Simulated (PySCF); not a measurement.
**Dipole response of Bi (bismuth, neutral)**

[Xe] 4f14 5d10 6s2 6p3, high-spin 4S determinant. Calculation: PySCF 2.14, in aug-cc-pwCVDZ-PP with ECP60MDF (6s5p4d1f, 48 functions); scalar relativity through the core potential. Coupled (time-dependent) response in atomic units; α is the mean over directions. A double-zeta set is small for polarisabilities.

```tsv
method	mean α (bohr³)	C₆ (like pair)	S(−4)
UHF	49.35	596.9	628.9
PBE	53.68	648.3	855.3
PBE0	51.29	616.3	737.4
wB97X-V	50.14	598.1	700.1
wB97X	50.32	602.3	702.0
```

S(−4) is the Cauchy moment in α(ω) = α(0) + S(−4) ω² + …

Reference α: 48 ± 4 bohr³ (recommended; Schwerdtfeger and Nagle, table of static dipole polarizabilities (2023 update)). Published C₆: 513.0 (Gould and Bucko (2016)).

α(iu) at PBE0:

| u (hartree) | α(iu) (bohr³) |
| --- | --- |
| 0 | 51.29 |
| 0.0500 | 49.54 |
| 0.100 | 45.15 |
| 0.200 | 34.41 |
| 0.300 | 25.63 |
| 0.500 | 15.19 |
| 0.750 | 9.232 |
| 1.00 | 6.381 |
| 1.50 | 3.812 |
| 2.00 | 2.662 |
| 3.00 | 1.579 |
| 5.00 | 0.7487 |

Energies and moments cover only the electrons outside the core potential. Spin-orbit coupling, which splits the p, d and f shells strongly at this Z, is absent. Spin-orbit coupling is strong in this species (close to jj coupling), so the high-spin LS determinant is a model state, not a physical level.
